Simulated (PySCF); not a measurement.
**O(4+) (oxygen, charge +4) across methods**

[He] 2s2, closed-shell 1S. All numbers are calculated (PySCF 2.14, scalar relativity by spin-free X2C-1e, in an even-tempered Gaussian basis (20 s from 0.3 bohr⁻², ratio 2.2; 9 p from 0.53 bohr⁻², ratio 2.4; 6 d from 1.6 bohr⁻², ratio 2.4; 5 f from 2.4 bohr⁻², ratio 2.4; 5 g from 3.6 bohr⁻², ratio 2.4)).

| method | E (hartree) | mean ε 1s (eV) | mean ε 2s (eV) | Σ⟨r²⟩ (bohr²) | ⟨S²⟩ |
| --- | --- | --- | --- | --- | --- |
| PBE | -68.3551 | -620.36 | -102.72 | 2.140 | 0.000 |
| PBE0 | -68.3688 | -632.84 | -105.16 | 2.141 | 0.000 |
| r2SCAN | -68.3870 | -625.75 | -103.20 | 2.146 | 0.000 |
| PW91 | -68.3907 | -620.88 | -102.81 | 2.140 | 0.000 |
| LDA | -67.8640 | -616.36 | -102.26 | 2.153 | 0.000 |
| M06 | -68.4142 | -633.32 | -105.14 | 2.134 | 0.000 |

(1) Estimate the same row for UHF.

Results:

(1) E (hartree) = -68.31098; mean ε 1s (eV) = -669.61; mean ε 2s (eV) = -111.41; Σ⟨r²⟩ (bohr²) = 2.153; ⟨S²⟩ = 0.000.
